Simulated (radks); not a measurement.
Results of a calculation; reference values are marked as such.
Spherical quantum dot in the effective-mass picture: electrons in a well V = -V0 / (1 + exp((r - R)/a)) with V0 = 3.88, R = 10.8, a = 1.1, all in effective atomic units (hartree* = m*/eps^2 hartree, bohr* = eps/m* bohr), one dielectric constant everywhere. Level of theory: non-relativistic Kohn-Sham, PBE, spin-polarised, spherical densities (a radial shooting solver with Libxc functionals). Levels are named by radial order and angular momentum (1s, 1p, 1d, 2s, ...), and open shells are averaged over m. Results are scaled to m* = 0.175 and eps = 7, for which hartree* = 97.18 meV and bohr* = 2.117 nm. Each electron was tried in the lowest free levels, single moves between levels near the top were tried too, and the lowest total energy was kept; such a search can miss a lower state. The series stops at N = 6: beyond it a trial failed or the search could not be trusted, so later rows were left out. At N = 1 the Hartree and exchange-correlation terms need not cancel, so that row can carry a self-interaction error.

| N | open shells | 2S | E (meV) | mu = E(N) - E(N-1) (meV) | addition energy mu(N+1) - mu(N) (meV) | rms radius (nm) |
|---|---|---|---|---|---|---|
| 1 | 1s(up 1, down 0) | 1 | -369.128 | -369.13 | 17.58 | 9.289 |
| 2 | none | 0 | -720.675 | -351.55 | 18.88 | 10.35 |
| 3 | 1p(up 1, down 0) | 1 | -1053.35 | -332.67 | 13.12 | 11.30 |
| 4 | 1p(up 2, down 0) | 2 | -1372.90 | -319.55 | 13.22 | 11.88 |
| 5 | 1p(up 3, down 0) | 3 | -1679.23 | -306.33 | 16.01 | 12.31 |
| 6 | 1p(up 3, down 1) | 2 | -1969.55 | -290.32 | - | 12.69 |

All shells are closed at N = 2 (there: 1s2); the second difference of the energy has clear peaks (12 % above both neighbours; the first and last values, which can be the largest, are not judged, and half-filled shells can peak too) at N = none.
